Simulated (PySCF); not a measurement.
PySCF input for C2H4N2OSi, SMILES N1[SiH](O)N=CC=1, PBE-D3(BJ)/def2-SVP. Geometry optimised at PBE-D3(BJ)/def2-SVP. The structure was generated by enumeration, and PubChem lists no compound with its InChIKey, so it may never have been made. Other conformers were not sampled.

```python
import numpy as np
from pyscf import gto, scf, dft, df
from pyscf.hessian import thermo

mol = gto.M(
    atom='''
    O     2.09023076   -0.50776762   -0.00000000
    Si    0.70563986    0.41484791   -0.00000000
    N    -0.43978324    0.07274965    1.36238029
    C    -1.54918226   -0.19149173    0.76811249
    C    -1.54918227   -0.19149173   -0.76811249
    N    -0.43978324    0.07274965   -1.36238029
    H     1.96737756   -1.47307141   -0.00000000
    H     1.15174927    1.83661238   -0.00000000
    H    -2.48638917   -0.41493253    1.32711655
    H    -2.48638917   -0.41493253   -1.32711656
    ''',
    basis='def2-SVP',
    charge=0,
    spin=0,
    max_memory=1600,
    verbose=3,
)
mf = dft.RKS(mol, xc='pbe').density_fit(auxbasis='def2-universal-jkfit')
mf.disp = 'd3bj'
mf.grids.level = 3
mf.conv_tol = 1e-11
mf.max_cycle = 100
mf.kernel()

# [left out here: the lines that compute and print the analytic Hessian (its translational invariance restored by hand, since the grid's response is missing), thermochemistry and intensities]
```

It prints:

```
converged SCF energy = -552.139804169474

WARN: DFTD3 does not support analytical Hessian, using finite difference


WARN: Mole.unit (angstrom) is changed to Bohr

Mode                                 0                   1                   2
Irrep
Freq [cm^-1]                      144.3689            169.0391            288.7949
Reduced mass [au]                   4.2004              1.4859              2.4288
Force const [Dyne/A]                0.0516              0.0250              0.1193
Char temp [K]                     207.7146            243.2096            415.5116
Normal mode                   x     y     z       x     y     z       x     y     z
       0   O                -0.10 -0.10 -0.00   -0.00 -0.00  0.07    0.00 -0.00  0.16
       1  Si                 0.01  0.07  0.00    0.00  0.00 -0.05    0.00  0.00 -0.05
       2   N                 0.01  0.07 -0.00    0.05 -0.04 -0.02    0.05 -0.01 -0.03
       3   C                 0.05 -0.08  0.00    0.03 -0.04  0.01    0.03 -0.04  0.02
       4   C                 0.05 -0.08 -0.00   -0.03  0.04  0.01   -0.03  0.04  0.02
       5   N                 0.01  0.07  0.00   -0.05  0.04 -0.02   -0.05  0.01 -0.03
       6   H                -0.24 -0.08 -0.00   -0.00 -0.00  0.77    0.00 -0.00 -0.58
       7   H                 0.15  0.03  0.00    0.00  0.00 -0.15    0.00 -0.00 -0.06
       8   H                 0.08 -0.21  0.00    0.06 -0.10  0.04    0.07 -0.11  0.04
       9   H                 0.08 -0.21 -0.00   -0.06  0.10  0.04   -0.07  0.11  0.04
Mode                                 3                   4                   5
Irrep
Freq [cm^-1]                      405.2247            457.9856            506.5089
Reduced mass [au]                   6.6648              2.4161              8.6933
Force const [Dyne/A]                0.6448              0.2986              1.3140
Char temp [K]                     583.0281            658.9392            728.7536
Normal mode                   x     y     z       x     y     z       x     y     z
       0   O                 0.10 -0.00 -0.00    0.00 -0.00  0.04    0.04 -0.03 -0.00
       1  Si                 0.04 -0.05  0.00    0.00 -0.00 -0.01    0.09  0.08  0.00
       2   N                -0.07  0.11 -0.02    0.05 -0.09 -0.02   -0.03 -0.07 -0.08
       3   C                -0.04 -0.05 -0.00   -0.01  0.11  0.00   -0.08  0.00 -0.01
       4   C                -0.04 -0.05  0.00    0.01 -0.11  0.00   -0.08  0.00  0.01
       5   N                -0.07  0.11  0.02   -0.05  0.09 -0.02   -0.03 -0.07  0.08
       6   H                 0.22 -0.02  0.00    0.00 -0.00  0.00   -0.14 -0.01  0.00
       7   H                 0.14 -0.09 -0.00    0.00 -0.00  0.20    0.17  0.05  0.00
       8   H                -0.03 -0.07  0.01   -0.07  0.40  0.02   -0.04 -0.04  0.04
       9   H                -0.03 -0.07 -0.01    0.07 -0.40  0.02   -0.04 -0.04 -0.04
Mode                                 6                   7                   8
Irrep
Freq [cm^-1]                      617.3873            688.0202            714.1843
Reduced mass [au]                   7.8251              7.5942              1.2462
Force const [Dyne/A]                1.7573              2.1180              0.3745
Char temp [K]                     888.2828            989.9078           1027.5522
Normal mode                   x     y     z       x     y     z       x     y     z
       0   O                 0.00 -0.00  0.01    0.05 -0.02  0.00    0.00 -0.00  0.00
       1  Si                 0.00  0.00 -0.11    0.03  0.04  0.00    0.00  0.00 -0.05
       2   N                -0.08 -0.05  0.08   -0.06 -0.03  0.16   -0.02  0.03 -0.03
       3   C                -0.07 -0.00  0.05    0.00  0.01  0.00   -0.02 -0.03  0.04
       4   C                 0.07  0.00  0.05    0.00  0.01 -0.00    0.02  0.03  0.04
       5   N                 0.08  0.05  0.08   -0.06 -0.03 -0.16    0.02 -0.03 -0.03
       6   H                -0.00  0.00 -0.03   -0.10 -0.01 -0.00   -0.00 -0.00  0.10
       7   H                 0.00  0.00 -0.18    0.14  0.01 -0.00    0.00 -0.00  0.88
       8   H                -0.13  0.02 -0.04   -0.06 -0.04 -0.12   -0.02 -0.06  0.04
       9   H                 0.13 -0.02 -0.04   -0.06 -0.04  0.12    0.02  0.06  0.04
Mode                                 9                  10                  11
Irrep
Freq [cm^-1]                      740.9308            828.9644            846.1850
Reduced mass [au]                   1.1887              2.4004              1.6737
Force const [Dyne/A]                0.3845              0.9719              0.7061
Char temp [K]                    1066.0345           1192.6952           1217.4718
Normal mode                   x     y     z       x     y     z       x     y     z
       0   O                -0.08  0.03 -0.00   -0.06 -0.01  0.00    0.07 -0.01  0.00
       1  Si                -0.00  0.00 -0.00    0.04  0.01 -0.00   -0.05 -0.02 -0.00
       2   N                 0.01 -0.02  0.01   -0.03 -0.01 -0.01    0.00 -0.00 -0.02
       3   C                -0.01  0.03  0.01    0.04 -0.01 -0.14    0.01  0.07 -0.07
       4   C                -0.01  0.03 -0.01    0.04 -0.01  0.14    0.01  0.07  0.07
       5   N                 0.01 -0.02 -0.01   -0.03 -0.01  0.01    0.00 -0.00  0.02
       6   H                 0.59 -0.04  0.00    0.31 -0.04  0.00   -0.29  0.02 -0.00
       7   H                 0.59 -0.19 -0.00   -0.21  0.08  0.00    0.03 -0.04  0.00
       8   H                 0.05 -0.21  0.01   -0.09  0.11 -0.30    0.10 -0.46 -0.14
       9   H                 0.05 -0.21 -0.01   -0.09  0.11  0.30    0.10 -0.46  0.14
Mode                                12                  13                  14
Irrep
Freq [cm^-1]                      868.2450            881.5143            927.8514
Reduced mass [au]                   1.2213              5.2341              4.1495
Force const [Dyne/A]                0.5425              2.3964              2.1048
Char temp [K]                    1249.2112           1268.3028           1334.9716
Normal mode                   x     y     z       x     y     z       x     y     z
       0   O                -0.00  0.06  0.00    0.00  0.00 -0.01    0.11 -0.10 -0.00
       1  Si                -0.02 -0.02 -0.00   -0.00 -0.00  0.04   -0.10  0.07 -0.00
       2   N                -0.00 -0.00 -0.02   -0.02 -0.01 -0.12    0.01 -0.01 -0.02
       3   C                 0.02 -0.03 -0.05   -0.10 -0.02  0.09    0.01 -0.02 -0.01
       4   C                 0.02 -0.03  0.05    0.10  0.02  0.09    0.01 -0.02  0.01
       5   N                -0.00 -0.00  0.02    0.02  0.01 -0.12    0.01 -0.01  0.02
       6   H                -0.44  0.11 -0.00   -0.00  0.00 -0.01    0.32 -0.12  0.00
       7   H                 0.61 -0.22  0.00    0.00 -0.00 -0.26    0.13 -0.01  0.00
       8   H                -0.07  0.27 -0.09   -0.06 -0.02  0.16   -0.03  0.18 -0.01
       9   H                -0.07  0.27  0.09    0.06  0.02  0.16   -0.03  0.18  0.01
Mode                                15                  16                  17
Irrep
Freq [cm^-1]                      980.6081           1264.9970           1283.6282
Reduced mass [au]                   1.6619              1.1890              1.3098
Force const [Dyne/A]                0.9416              1.1210              1.2715
Char temp [K]                    1410.8767           1820.0490           1846.8552
Normal mode                   x     y     z       x     y     z       x     y     z
       0   O                 0.00 -0.00  0.00    0.00 -0.00 -0.00   -0.00  0.00 -0.00
       1  Si                -0.00  0.00  0.00   -0.00  0.00  0.01   -0.00 -0.00  0.00
       2   N                -0.01  0.02 -0.00    0.06  0.01 -0.01   -0.04 -0.01  0.02
       3   C                 0.03 -0.13  0.00   -0.01 -0.00  0.05    0.02  0.00 -0.09
       4   C                -0.03  0.13  0.00    0.01  0.00  0.05    0.02  0.00  0.09
       5   N                 0.01 -0.02 -0.00   -0.06 -0.01 -0.01   -0.04 -0.01 -0.02
       6   H                -0.00 -0.00 -0.00    0.00 -0.00  0.00   -0.00  0.00  0.00
       7   H                -0.00  0.00 -0.05   -0.00 -0.00 -0.02    0.01  0.00 -0.00
       8   H                -0.13  0.52  0.00   -0.34 -0.08 -0.54    0.36  0.09  0.48
       9   H                 0.13 -0.52  0.00    0.34  0.08 -0.54    0.36  0.09 -0.48
Mode                                18                  19                  20
Irrep
Freq [cm^-1]                     1578.0430           1643.0942           2240.4305
Reduced mass [au]                  11.0864              8.7034              1.0422
Force const [Dyne/A]               16.2659             13.8440              3.0821
Char temp [K]                    2270.4526           2364.0468           3223.4806
Normal mode                   x     y     z       x     y     z       x     y     z
       0   O                -0.00  0.00 -0.00   -0.00 -0.00  0.00   -0.00 -0.00  0.00
       1  Si                -0.00 -0.00  0.00    0.00 -0.00 -0.00   -0.01 -0.03  0.00
       2   N                 0.11  0.03  0.05    0.10  0.02  0.05   -0.00 -0.00 -0.00
       3   C                -0.13 -0.03 -0.08   -0.13 -0.03 -0.07    0.00 -0.00  0.00
       4   C                -0.13 -0.03  0.08    0.13  0.03 -0.07    0.00 -0.00 -0.00
       5   N                 0.11  0.03 -0.05   -0.10 -0.02  0.05   -0.00 -0.00  0.00
       6   H                 0.00  0.00 -0.00    0.00  0.00 -0.00   -0.00 -0.00 -0.00
       7   H                 0.01  0.00 -0.00    0.00  0.00  0.03    0.29  0.93 -0.00
       8   H                -0.05 -0.01  0.06   -0.03 -0.01  0.14    0.00  0.00 -0.00
       9   H                -0.05 -0.01 -0.06    0.03  0.01  0.14    0.00  0.00  0.00
Mode                                21                  22                  23
Irrep
Freq [cm^-1]                     2981.2142           2995.7632           3767.9341
Reduced mass [au]                   1.0899              1.0926              1.0668
Force const [Dyne/A]                5.7075              5.7772              8.9234
Char temp [K]                    4289.3034           4310.2362           5421.2182
Normal mode                   x     y     z       x     y     z       x     y     z
       0   O                 0.00 -0.00 -0.00    0.00  0.00  0.00   -0.00 -0.06  0.00
       1  Si                -0.00  0.00 -0.00   -0.00 -0.00  0.00   -0.00 -0.00  0.00
       2   N                 0.00  0.00  0.00   -0.00 -0.00 -0.00   -0.00  0.00 -0.00
       3   C                -0.05 -0.01  0.03    0.05  0.01 -0.03    0.00  0.00  0.00
       4   C                 0.05  0.01  0.03    0.05  0.01  0.03    0.00  0.00 -0.00
       5   N                -0.00 -0.00  0.00   -0.00 -0.00  0.00   -0.00  0.00  0.00
       6   H                 0.00  0.00  0.00   -0.00 -0.00 -0.00    0.10  0.96 -0.00
       7   H                 0.00 -0.00  0.00    0.00  0.00 -0.00    0.00  0.00 -0.00
       8   H                 0.57  0.14 -0.34   -0.56 -0.13  0.35   -0.00 -0.00  0.00
       9   H                -0.57 -0.14 -0.34   -0.56 -0.13 -0.35   -0.00 -0.00 -0.00
temperature 298.1500 [K]
pressure 101325.00 [Pa]
Rotational constants [GHz] 5.90197 2.79923 2.15649
Symmetry number 1
Zero-point energy (ZPE) 0.06338 [Eh]   166406.039 [J/mol]
                           tot       elec      trans        rot        vib
Entropy [J/mol/K]       324.748      0.000    166.199    111.308     47.241
Cv [J/mol/K]             93.846      0.000     12.472     12.472     68.902
Cp [J/mol/K]            102.160      0.000     20.786     12.472     68.902
Internal energy [J/mol]                      3718.434   3718.434 175139.873
Internal energy [Eh]   -552.07026  -552.13980
Enthalpy [J/mol]                             6197.391   3718.434 175139.873
Enthalpy [Eh]          -552.06932
Gibbs free energy [J/mol]                  -43354.847 -29468.026 161054.928
Gibbs free energy [Eh] -552.10620
mode   freq/cm-1   IR/(km/mol)
   1      144.37         0.965
   2      169.04        45.885
   3      288.79        73.456
   4      405.22        40.433
   5      457.99         1.277
   6      506.51        36.458
   7      617.39        30.995
   8      688.02        12.637
   9      714.18         8.118
  10      740.93        23.695
  11      828.96       137.242
  12      846.18        60.008
  13      868.24       116.757
  14      881.51       100.178
  15      927.85       125.426
  16      980.61         0.029
  17     1265.00         0.094
  18     1283.63         4.841
  19     1578.04        60.516
  20     1643.09         5.809
  21     2240.43        78.068
  22     2981.21        27.135
  23     2995.76        87.447
  24     3767.93        92.878
max |gradient| / (hartree/bohr): 5.264991021548105e-05
APT charges: [-0.7811  1.4977 -0.6427  0.263   0.263  -0.6427  0.3044 -0.2225 -0.0196
 -0.0196]
```

The run converged.

Cost: very roughly 100 core-seconds.
